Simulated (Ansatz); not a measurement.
`O[SiH2][SiH2][SiH2]F` and `O[SiH2][SiH2]S` differ in one atom or group.

Ansatz, PBE0-D4/def2-TZVP geometries, multiplicity 1. Each molecule was computed in one conformer, which needn't be the lowest.

```tsv
property	`O[SiH2][SiH2][SiH2]F`
HOMO–LUMO gap (B3LYP/def2-TZVPP) / eV	6.59
LUMO energy (PBE0/def2-TZVPP) / eV	-0.94
LUMO energy (PBE/def2-TZVPP) / eV	-1.78
LUMO energy (ωB97M-V/def2-TZVPP) / eV	0.78
HOMO–LUMO gap (ωB97M-V/def2-TZVPP) / eV	10.67
size of the dipole moment (B3LYP/def2-TZVPP) / D	2.69
```

(1) What does the change do to each property? (Estimate.)

Results:

(1) Computed: 
| property | `O[SiH2][SiH2]S` | shift |
| --- | --- | --- |
| HOMO–LUMO gap (B3LYP/def2-TZVPP) / eV | 6.26 | -0.33 |
| LUMO energy (PBE0/def2-TZVPP) / eV | -0.76 | 0.18 |
| LUMO energy (PBE/def2-TZVPP) / eV | -1.58 | 0.20 |
| LUMO energy (ωB97M-V/def2-TZVPP) / eV | 0.97 | 0.19 |
| HOMO–LUMO gap (ωB97M-V/def2-TZVPP) / eV | 10.45 | -0.22 |
| size of the dipole moment (B3LYP/def2-TZVPP) / D | 1.15 | -1.54 |

With PBE0 the HOMO rises by 0.50 eV and the LUMO rises by 0.18 eV, so the gap narrows by about 0.32 eV. PBE moves the HOMO by 0.52 eV and ωB97M-V by 0.41 eV. Dipoles are sizes alone; their direction can turn.

B3LYP here is the variant with VWN-RPA as its local correlation; programs differ in this.
